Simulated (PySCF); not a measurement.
A PySCF script (with the pyscf-properties extension) for the NMR shieldings of `B[C@H]1CCCC[SiH2]CO1`, C6H15BOSi, on a GFN2-xTB geometry:

```python
import basis_set_exchange as bse
import numpy as np
from pyscf import gto, dft
from pyscf.prop import nmr

atoms = """
B    -2.731086   -0.266150   -0.704144
C    -1.626475    0.301396    0.271801
C    -0.772810   -0.802317    0.936795
C    -0.080214   -1.732103   -0.057487
C     0.942373   -1.050670   -0.966649
C     2.064237   -0.347503   -0.186953
Si    1.830523    1.531412    0.039191
C     0.040308    2.029176    0.497499
O    -0.860797    1.318481   -0.350232
H    -3.408769   -1.135919   -0.320786
H    -2.887550    0.205685   -1.757762
H    -2.192046    0.771833    1.107178
H    -1.441940   -1.398155    1.561555
H    -0.025709   -0.349883    1.592394
H    -0.842718   -2.206362   -0.681961
H     0.426932   -2.520236    0.509353
H     1.376754   -1.822699   -1.608635
H     0.427648   -0.341572   -1.615444
H     2.203763   -0.851520    0.771920
H     3.005631   -0.482033   -0.724223
H     2.132497    2.180805   -1.241064
H     2.738466    2.016452    1.090053
H    -0.116413    3.094041    0.294046
H    -0.214341    1.877604    1.551112
"""
names = dict.fromkeys(["B", "C", "Si", "O", "H"], "pcSseg-1")
basis = {el: gto.basis.parse(bse.get_basis(n, elements=[el], fmt="nwchem")) for el, n in names.items()}
mol = gto.M(atom=atoms, basis=basis, charge=0, verbose=0)
mf = dft.RKS(mol, xc="PBE0")
mf.grids.level = 2
mf.grids.alignment = dft.numint.BLKSIZE   # the property module wants whole blocks of grid points
mf.conv_tol = 1e-9
mf.kernel()

calc = nmr.RKS(mf)   # GIAO
C = mf.mo_coeff
Co = C[:, mf.mo_occ > 0]
resp = mf.gen_response(singlet=True, hermi=2)
def vind(x):   # induced exchange potential for any number of trial vectors
    d = np.einsum("pi,xij,qj->xpq", C, 2 * x.reshape(-1, C.shape[1], Co.shape[1]), Co, optimize=True)
    return np.einsum("xpq,pi,qj->xij", resp(d - d.transpose(0, 2, 1)), C, Co, optimize=True).ravel()
mo1, _ = nmr.rhf.solve_mo1(calc, with_cphf=vind)
sigma = calc.kernel(mo1)
for i, s in enumerate(sigma):   # ppm
    print("%2d %-2s %9.2f" % (i, mol.atom_pure_symbol(i), np.trace(s) / 3))
```

Problem. What does it print?

Solution. 
```
 0 B       7.37
 1 C      91.05
 2 C     157.36
 3 C     147.64
 4 C     163.26
 5 C     176.83
 6 Si    402.53
 7 C     124.49
 8 O     311.42
 9 H      23.62
10 H      23.52
11 H      27.78
12 H      29.80
13 H      29.35
14 H      30.60
15 H      30.14
16 H      29.96
17 H      29.35
18 H      31.14
19 H      30.48
20 H      27.48
21 H      27.55
22 H      27.37
23 H      28.45
```

These numbers come from an equivalent density-fitted implementation of the same equations, which agrees with the script to about 0.01 ppm for H and up to a few tenths of a ppm for heavy atoms, so last digits may differ.

Size and cost of the density-fitted run: 235 basis functions, 68 s wall time on 1 thread of an Arm Neoverse V1, shared host; peak memory 1.1 GiB.
